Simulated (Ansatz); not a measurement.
C4H6Si, SMILES C(=C)[SiH2]C#C.

The structure is a stationary point at r2SCAN-D4/def2-SVP. Other conformers were not sampled.

Two levels are set side by side: PBE/def2-SVPD (Ansatz, a program for electronic structure) and CAM-B3LYP/def2-SVPD (Ansatz). Energy differences of separate SCF runs at the same geometry; the states with an electron removed or added have multiplicity 2 and 2. Differences are taken from unrounded values.

```csv
quantity,CAM-B3LYP
vertical ionisation energy (eV),10.17
vertical singlet–triplet gap (eV),4.19
```

What does PBE give, and how far is it from CAM-B3LYP? (Estimate from the structure and the level; the computed values follow.)


| quantity | PBE | PBE minus CAM-B3LYP |
|---|---|---|
| vertical ionisation energy (eV) | 9.58 | -0.59 |
| vertical singlet–triplet gap (eV) | 4.26 | 0.07 |
